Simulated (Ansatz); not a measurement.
Mulliken charges of `[GeH3]/[CH]=[N]/[InH2]` from r2SCAN/def2-TZVPP in Ansatz (PBE0-D4/def2-TZVP geometry).

```tsv
atom	x (Å)	y (Å)	z (Å)	charge (e)
Ge1	-1.690	1.168	-0.550	0.159
C2	-0.244	0.019	0.172	-0.068
N3	0.828	-0.136	-0.474	-0.405
In4	2.279	-1.373	0.397	0.609
H5	-1.262	1.725	-1.913	-0.015
H6	-1.977	2.321	0.432	-0.027
H7	-2.987	0.346	-0.691	-0.027
H8	-0.457	-0.454	1.155	0.044
H9	1.758	-2.017	1.917	-0.149
H10	3.752	-1.600	-0.447	-0.124
```

Q: By hand: the dipole of these point charges (1 e Å = 4.8032 D).

A: Σ q r = (0.206, -0.216, 0.191) e Å, of length 0.354 e Å = 1.70 D.

Q: How does the dipole of the full density compare? (Best estimate.)

A: The calculation gave: (0.124, -0.198, 0.230) e Å, 1.57 D; the point charges give 1.08 times that, at 15° from its direction.

Point charges leave out the atoms' own dipoles, such as those of lone pairs, and Mulliken's split depends on the basis, so the close match here is no proof of good charges.
